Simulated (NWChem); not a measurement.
System: C3H7O, doublet; SMILES [CH](CO)C

Here is an NWChem input.

```
start job
memory heap 200 mb stack 900 mb global 1100 mb
geometry units angstroms noautosym nocenter noautoz
  C     -0.040817    -1.902668    -0.122374
  C      0.452231    -0.518701     0.081870
  C     -0.464627     0.649791     0.140320
  O      0.180358     1.876808    -0.079173
  H     -0.867642    -1.939649    -0.851718
  H      0.756673    -2.575234    -0.474212
  H     -0.433006    -2.349335     0.815008
  H      1.462426    -0.359389     0.477455
  H     -1.314467     0.490701    -0.560400
  H     -0.929125     0.731283     1.145376
  H      0.660509     1.799025    -0.910710
end
basis spherical
  C library def2-svp
  O library def2-svp
  H library def2-svp
end
dft
  odft
  mult 2
  xc b3lyp
  iterations 150
  mulliken
end
task dft energy
esp
  recalculate
  probe 0.07
  range 0.3
  factor 1.0
  spacing 0.02
end
task esp
```

Excerpt of the output:

```
             Northwest Computational Chemistry Package (NWChem) 7.3.0
             --------------------------------------------------------

                             Geometry "geometry" -> ""
                             -------------------------

 Output coordinates in angstroms (scale by  1.889725989 to convert to a.u.)

  No.       Tag          Charge          X              Y              Z
 ---- ---------------- ---------- -------------- -------------- --------------
    1 C                    6.0000    -0.04081700    -1.90266800    -0.12237400
    2 C                    6.0000     0.45223100    -0.51870100     0.08187000
    3 C                    6.0000    -0.46462700     0.64979100     0.14032000
    4 O                    8.0000     0.18035800     1.87680800    -0.07917300
    5 H                    1.0000    -0.86764200    -1.93964900    -0.85171800
    6 H                    1.0000     0.75667300    -2.57523400    -0.47421200
    7 H                    1.0000    -0.43300600    -2.34933500     0.81500800
    8 H                    1.0000     1.46242600    -0.35938900     0.47745500
    9 H                    1.0000    -1.31446700     0.49070100    -0.56040000
   10 H                    1.0000    -0.92912500     0.73128300     1.14537600
   11 H                    1.0000     0.66050900     1.79902500    -0.91071000

 Effective nuclear repulsion energy (a.u.)     121.9506358590

                                 NWChem DFT Module
                                 -----------------

 Summary of "ao basis" -> "ao basis" (spherical)
 ------------------------------------------------------------------------------
       Tag                 Description            Shells   Functions and Types
 ---------------- ------------------------------  ------  ---------------------
 C                          def2-svp                 6       14   3s2p1d
 O                          def2-svp                 6       14   3s2p1d
 H                          def2-svp                 3        5   2s1p

            General Information
            -------------------
          SCF calculation type: DFT
          Wavefunction type:  spin polarized.
          No. of atoms     :    11
          No. of electrons :    33
           Alpha electrons :    17
            Beta electrons :    16
          Charge           :     0
          Spin multiplicity:     2
          Use of symmetry is: off; symmetry adaption is: off
          Maximum number of iterations: 150
          AO basis - number of functions:    91
                     number of shells:    45
          Convergence on energy requested:  1.00D-06
          Convergence on density requested:  1.00D-05
          Convergence on gradient requested:  5.00D-04

              XC Information
              --------------
                         B3LYP Method XC Potential
                     Hartree-Fock (Exact) Exchange  0.200
                        Slater Exchange Functional  0.800 local
                    Becke 1988 Exchange Functional  0.720 non-local
              Lee-Yang-Parr Correlation Functional  0.810
                  VWN I RPA Correlation Functional  0.190 local

             Grid Information
             ----------------
          Grid used for XC integration:  medium
          Radial quadrature: Mura-Knowles
          Angular quadrature: Lebedev.
          Tag              B.-S. Rad. Rad. Pts. Rad. Cut. Ang. Pts.
          ---              ---------- --------- --------- ---------
          C                   0.70       49          10.0       434
          O                   0.60       49          11.0       434
          H                   0.35       45          12.0       434
          Grid pruning is: on
          Number of quadrature shells:   511
          Spatial weights used:  Erf1

      Superposition of Atomic Density Guess
      -------------------------------------

 Sum of atomic energies:        -191.06053851

      Non-variational initial energy
      ------------------------------

 Total energy =    -193.365760
 1-e energy   =    -498.954457
 2-e energy   =     183.638061
 HOMO         =      -0.130225
 LUMO         =       0.113602

     ---------------------------------------------
      Total Density - Mulliken Population Analysis
     ---------------------------------------------

    Atom       Charge   Shell Charges
 -----------   ------   -------------------------------------------------------
    1 C    6     6.23   1.99  0.96  0.18  2.05  1.04  0.03
    2 C    6     6.28   1.99  0.98  0.32  1.89  1.07  0.03
    3 C    6     5.75   1.99  0.93  0.16  1.82  0.79  0.06
    4 O    8     8.62   1.99  1.10  0.65  3.02  1.85  0.01
    5 H    1     0.90   0.67  0.20  0.02
    6 H    1     0.89   0.67  0.20  0.03
    7 H    1     0.88   0.65  0.20  0.03
    8 H    1     0.91   0.67  0.21  0.02
    9 H    1     0.94   0.69  0.22  0.02
   10 H    1     0.92   0.68  0.22  0.02
   11 H    1     0.69   0.54  0.09  0.06

     --------------------------------------------
      Spin Density - Mulliken Population Analysis
     --------------------------------------------

    Atom       Charge   Shell Charges
 -----------   ------   -------------------------------------------------------
    1 C    6     0.01   0.00  0.00 -0.00  0.01 -0.00  0.01
    2 C    6     0.76   0.00  0.00  0.01  0.41  0.33  0.00
    3 C    6     0.02  -0.00  0.00 -0.00  0.01  0.01  0.01
    4 O    8     0.01   0.00  0.00 -0.00  0.01  0.00  0.00
    5 H    1     0.01   0.01  0.00  0.00
    6 H    1     0.01   0.01  0.00  0.00
    7 H    1     0.06   0.04  0.02  0.00
    8 H    1     0.01   0.00  0.00  0.01
    9 H    1     0.02   0.02  0.00 -0.00
   10 H    1     0.06   0.04  0.02  0.00
   11 H    1     0.02   0.00  0.01  0.00

   convergence    iter        energy       DeltaE   RMS-Dens  Diis-err
 ---------------- ----- ----------------- --------- --------- ---------
 d= 0,ls=0.0,diis     1   -193.4823728456 -3.15D+02  6.12D-03  1.24D-01
                                                     5.54D-03  1.21D-01
 d= 0,ls=0.0,diis     2   -193.4996739321 -1.73D-02  3.13D-03  1.18D-01
                                                     3.03D-03  1.16D-01
 d= 0,ls=0.0,diis     3   -193.5402405560 -4.06D-02  8.22D-04  1.16D-02
                                                     6.88D-04  1.14D-02
 d= 0,ls=0.0,diis     4   -193.5444230931 -4.18D-03  1.54D-04  2.36D-04
                                                     1.69D-04  3.00D-04
 d= 0,ls=0.0,diis     5   -193.5445312364 -1.08D-04  7.72D-05  5.78D-05
                                                     5.37D-05  3.74D-05
  Resetting Diis
 d= 0,ls=0.0,diis     6   -193.5445567623 -2.55D-05  2.13D-05  1.42D-06
                                                     2.01D-05  2.38D-06
 d= 0,ls=0.0,diis     7   -193.5445585176 -1.76D-06  7.80D-06  1.70D-07
                                                     8.03D-06  3.12D-07
 d= 0,ls=0.0,diis     8   -193.5445585951 -7.75D-08  4.18D-06  2.40D-07
                                                     3.30D-06  1.74D-07

         Total DFT energy =     -193.544558595072
      One electron energy =     -503.018885708140
           Coulomb energy =      214.982030370247
    Exchange-Corr. energy =      -27.458339116168
 Nuclear repulsion energy =      121.950635858989

 Numeric. integr. density =       32.999997674175

                    DFT Final Alpha Molecular Orbital Analysis
                    ------------------------------------------

[...]

                     NWChem Electrostatic Potential Fit Module
                     -----------------------------------------

 Atom parameters

 Number of atoms is                                   11
 Number of basis functions is                         91

 Grid parameters

 Maximum number of grid points is                  41288
 Number of grid points is                          41287
 Grid range                                     0.300000 nm
 Grid spacing                                   0.020000 nm
 Probe radius                                   0.070000 nm
 Atom radius factor                             1.000000

 Atomic radii

    1    0.100000
    6    0.147000
    8    0.136000
 FASTESP  F
  using M.O. file = ./job.movecs

    Atom              Coordinates                           Charge

                                                  ESP

    1 C    -0.004082   -0.190267   -0.012237    0.018681
    2 C     0.045223   -0.051870    0.008187   -0.250209
    3 C    -0.046463    0.064979    0.014032    0.484770
    4 O     0.018036    0.187681   -0.007917   -0.632239
    5 H    -0.086764   -0.193965   -0.085172    0.004729
    6 H     0.075667   -0.257523   -0.047421    0.016824
    7 H    -0.043301   -0.234934    0.081501    0.015585
    8 H     0.146243   -0.035939    0.047746    0.080204
    9 H    -0.131447    0.049070   -0.056040   -0.065791
   10 H    -0.092913    0.073128    0.114538   -0.019554
   11 H     0.066051    0.179903   -0.091071    0.346999
                                            ------------
                                               -0.000000

 Dipole moment                                  0.678325

 Quadrupole moment Qxx                          1.160742
                   Qyy                         -2.277901
                   Qzz                          1.117159

 RMS deviation kJ/mol                           0.055542

 RRMS %                                        31.902212
```

Level: B3LYP/def2-SVP, spin-unrestricted. Coordinates come from a PBE0/def2-SVP, spin-unrestricted optimisation. No stability test was run on the SCF state.
